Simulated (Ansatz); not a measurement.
Cartesian coordinates in Å:
```
C 0.382 1.189 0.798
C 0.218 0.024 0.181
Si 0.065 -1.641 1.038
O 0.189 -0.078 -1.205
C -0.447 0.856 -1.917
S -0.343 0.977 -3.515
H 0.403 1.223 1.879
H 0.521 2.123 0.264
H 1.162 -2.532 0.588
H -1.241 -2.256 0.692
H 0.156 -1.397 2.498
H -1.065 1.512 -1.301
```

The species carries charge 0 and has multiplicity 1.

Task: List the PBE/def2-TZVPP orbital energies in eV (Ansatz). (Best estimate.)

Result: Computed: Occupied: -2395.28, -1779.98, -512.57, -272.02, -271.06, -269.62, -208.24, -154.37, -154.35, -154.13, -137.76, -94.50, -94.48, -94.47, -28.21, -20.34, -19.01, -16.52, -14.27, -14.18, -12.61, -11.78, -11.11, -10.30, -9.14, -8.86, -8.80, -8.67, -7.55, -6.51, -5.54. Lowest empty: -2.76, -1.72, -0.46, 0.05, 0.57, 0.63, 1.08, 1.32.
